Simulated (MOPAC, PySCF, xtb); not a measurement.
Potential energy surface of H6GeSi, singlet: internal rotation, threefold axis kept, other coordinates relaxed. Scanned: torsion (0 = eclipsed). Other coordinates (Si-Ge length, H-Si-Ge angle, H-Ge-Si angle, Si-H length, Ge-H length) were minimised at PBE0/def2-TZVP.

- GFN1-xTB (xtb)
- PM6, restricted, heats of formation (MOPAC)
- CCSD(T) on RHF/cc-pVDZ, 14 core orbitals frozen (PySCF)

Energies relative to the lowest point of each profile, in kcal/mol:

```json
[
 {"at / °": "0", "GFN1-xTB": "0.23", "PM6": "0.07"},
 {"at / °": "10", "GFN1-xTB": "0.21", "PM6": "0.06"},
 {"at / °": "20", "GFN1-xTB": "0.16", "PM6": "0.03"},
 {"at / °": "30", "GFN1-xTB": "0.16", "PM6": "0.01"},
 {"at / °": "40", "GFN1-xTB": "0.07", "PM6": "0.01"},
 {"at / °": "50", "GFN1-xTB": "0.04", "PM6": "0.01"},
 {"at / °": "60", "GFN1-xTB": "0.00", "PM6": "0.00"}
]
```

### Question
Predict the corresponding CCSD(T) column.

### Answer
0: 0.85; 10: 0.80; 20: 0.63; 30: 0.42; 40: 0.22; 50: 0.06; 60: 0.00 (kcal/mol).
